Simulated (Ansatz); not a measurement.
Ansatz results at the PBE0-D4/def2-TZVP geometry: HOMO energy (PBE0/def2-TZVPP) -6.76 eV; HOMO energy (PBE/def2-TZVPP) -5.53 eV; HOMO–LUMO gap (ωB97M-V/def2-TZVPP) 10.78 eV.

Q: Which molecule gave them?
A. `[SiH3]C1=CCO1`
B. `CNB(C)[SiH3]`
C. `C=C1[SiH2]C1O`
D. `C=C=C(O)[SiH3]`

A: A. The others give `CNB(C)[SiH3]`: -7.54, -6.33, 11.49; `C=C1[SiH2]C1O`: -5.59, -4.79, 7.35; `C=C=C(O)[SiH3]`: -6.82, -5.60, 10.43.
